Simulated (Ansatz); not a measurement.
Abridged output of a molecular run in Ansatz:

```
Functional definition: HF
1258 factors; integrals over basis functions are off by at most 9.4e-4 eV
mean field evaluation 1: about -8292.4777 eV, gradient 4.0e1 eV
mean field evaluation 2: about -8292.5794 eV, gradient 4.0e1 eV
mean field evaluation 4: about -8295.9579 eV, gradient 3.5e0 eV
mean field evaluation 8: about -8296.0050 eV, gradient 2.0e-1 eV
mean field -8296.00517965 eV, -304.8725671179 hartree, gradient 2.3e-6 eV, S^2 0.000000; 0 other end points of the search recorded, 0 dependent functions left out
6 core orbitals not correlated: weight in the atoms' cores, before any rotation towards them, 1.000 or more for the frozen orbitals, at most 0.000 for the correlated occupied ones
reference -8296.00517965 eV, -304.8725671179 hartree; 14, 14 occupied and 162, 162 virtual orbitals, 1258 factors
second order -19.40804779 eV of doubles, -0.00000000 eV of singles
cycle   1  -19.27197667 eV  change    1.4e-1 eV  update   1.2e-1
cycle   2  -19.78189656 eV  change   -5.1e-1 eV  update   3.8e-2
cycle   3  -19.92054354 eV  change   -1.4e-1 eV  update   2.5e-2
cycle   4  -19.91607702 eV  change    4.5e-3 eV  update   8.3e-3
cycle   5  -19.91073968 eV  change    5.3e-3 eV  update   4.8e-3
cycle   6  -19.91192205 eV  change   -1.2e-3 eV  update   1.9e-3
cycle   7  -19.91209686 eV  change   -1.7e-4 eV  update   8.3e-4
cycle   8  -19.91198869 eV  change    1.1e-4 eV  update   2.5e-4
cycle   9  -19.91207473 eV  change   -8.6e-5 eV  update   9.2e-5
cycle  10  -19.91211079 eV  change   -3.6e-5 eV  update   3.6e-5
cycle  11  -19.91208298 eV  change    2.8e-5 eV  update   1.5e-5
perturbative correction -0.66910223 eV, -0.0245890533 hartree
Total energy: -8316.58636486 eV, -305.6289117239 hartree
```

Its atoms:

```xyz
8

C     1.183   -0.457   -0.224
O     0.030    0.060   -0.821
In   -1.583    0.621    0.195
H     1.396   -1.462   -0.611
H     1.119   -0.535    0.872
H     2.051    0.175   -0.456
H    -1.393    0.394    1.883
H    -2.803    1.205   -0.838
```

Which basis set was used?
A. cc-pV(Q+d)Z
B. def2-TZVPP
C. def2-QZVPP
D. def2-SVP

B. It gives 182 functions.

Write the keys of the input that set method, charge and spin (a neutral closed shell needs none for the last two).


```yaml
correlation: {method: ccsd_t}
```
